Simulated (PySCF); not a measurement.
Compound: C₇H₁₀NOP.
SMILES with atom numbers: `[CH3:1][CH2:2][P@H:3](=[O:4])[c:5]1[cH:6][cH:7][n:8][cH:9][cH:10]1` (hydrogens: H11, H12, H13 on C1; H14, H15 on C2; H16 on P3; H17 on C6; H18 on C7; H19 on C9; H20 on C10)

The same species was optimised twice, with GFN2-xTB and with PBE0-D3(BJ)/def2-SVP (PySCF), and the same property calculations (PySCF, gas phase) were run on both structures.

| coordinate | GFN2-xTB | PBE0-D3(BJ)/def2-SVP | change |
| --- | --- | --- | --- |
| P3=O4 (Å) | 1.462 | 1.496 | +0.034 |
| C2–P3 (Å) | 1.837 | 1.820 | -0.017 |
| C9–C10 (Å) | 1.386 | 1.394 | +0.008 |
| C7–N8 (Å) | 1.321 | 1.330 | +0.009 |
| N8–C9 (Å) | 1.322 | 1.331 | +0.009 |
| C6–C7 (Å) | 1.387 | 1.396 | +0.009 |
| C5–C10 (Å) | 1.389 | 1.396 | +0.007 |
| C5–C6 (Å) | 1.387 | 1.394 | +0.007 |
| P3–C5 (Å) | 1.816 | 1.823 | +0.007 |
| C1–C2 (Å) | 1.522 | 1.522 | 0.000 |
| C1–C2–P3 (°) | 108.3 | 111.3 | +3.0 |
| O4–P3–C5 (°) | 114.4 | 112.5 | -1.9 |
| P3–C5–C10 (°) | 122.4 | 124.1 | +1.7 |
| P3–C5–C6 (°) | 118.6 | 117.3 | -1.3 |
| C2–P3–O4 (°) | 114.5 | 115.1 | +0.6 |
| C7–N8–C9 (°) | 118.5 | 117.9 | -0.6 |
| C6–C5–C10 (°) | 119.0 | 118.5 | -0.5 |
| C2–P3–C5 (°) | 106.1 | 105.6 | -0.5 |
| C1–C2–P3–O4 (°) | 57 | 54 | -3 |
| C2–P3–C5–C6 (°) | 115 | 124 | +9 |

Rotational constants: A = 2189, B = 747.4, C = 697.8 MHz (GFN2-xTB) against A = 2154, B = 750.6, C = 677.4 MHz (PBE0-D3(BJ)/def2-SVP). Point groups within 0.08 Å: C1 and C1.

On the GFN2-xTB structure: HOMO (eV) -7.63 [PBE0/pcSseg-1]; LUMO (eV) -1.51 [PBE0/pcSseg-1]; dipole (D) 3.41 [PBE0/pcSseg-1]; GIAO shielding of C1 (ppm) 181.9 [PBE0/pcSseg-1]; GIAO shielding of C2 (ppm) 157.3 [PBE0/pcSseg-1]; GIAO shielding of P3 (ppm) 329.3 [PBE0/pcSseg-1]; GIAO shielding of O4 (ppm) 275.1 [PBE0/pcSseg-1]; GIAO shielding of C5 (ppm) 39.3 [PBE0/pcSseg-1]; GIAO shielding of C6/C10 (mean) (ppm) 57.7 [PBE0/pcSseg-1]; GIAO shielding of C7/C9 (mean) (ppm) 31.2 [PBE0/pcSseg-1]; GIAO shielding of N8 (ppm) -102.9 [PBE0/pcSseg-1].

Q: What do these properties become on the PBE0-D3(BJ)/def2-SVP structure?

A: 
| property | level | on GFN2-xTB | on PBE0-D3(BJ)/def2-SVP | change |
| --- | --- | --- | --- | --- |
| HOMO (eV) | PBE0/pcSseg-1 | -7.63 | -7.65 | -0.02 |
| LUMO (eV) | PBE0/pcSseg-1 | -1.51 | -1.54 | -0.03 |
| dipole (D) | PBE0/pcSseg-1 | 3.41 | 3.63 | +0.22 |
| energy, GFN2-xTB geometry as zero (kcal/mol) | PBE0/pcSseg-1 | 0.0 | -2.0 | -2.0 |
| GIAO shielding of C1 (ppm) | PBE0/pcSseg-1 | 181.9 | 179.8 | -2.1 |
| GIAO shielding of C2 (ppm) | PBE0/pcSseg-1 | 157.3 | 157.4 | +0.1 |
| GIAO shielding of P3 (ppm) | PBE0/pcSseg-1 | 329.3 | 322.6 | -6.7 |
| GIAO shielding of O4 (ppm) | PBE0/pcSseg-1 | 275.1 | 265.1 | -10.0 |
| GIAO shielding of C5 (ppm) | PBE0/pcSseg-1 | 39.3 | 38.0 | -1.3 |
| GIAO shielding of C6/C10 (mean) (ppm) | PBE0/pcSseg-1 | 57.7 | 54.7 | -3.0 |
| GIAO shielding of C7/C9 (mean) (ppm) | PBE0/pcSseg-1 | 31.2 | 28.6 | -2.6 |
| GIAO shielding of N8 (ppm) | PBE0/pcSseg-1 | -102.9 | -106.1 | -3.2 |

The heavy atoms differ by 0.097 Å rms after alignment. Among bonds between heavy atoms P3=O4 changes most (+0.034 Å). Changes are differences of the printed values. Neither structure is proved a minimum here.

The values belong to the conformer `[CH3:1][CH2:2][P@H:3](=[O:4])[c:5]1[cH:6][cH:7][n:8][cH:9][cH:10]1`: C1–C2–P3–O4 54°, C2–P3–C5–C6 124°.
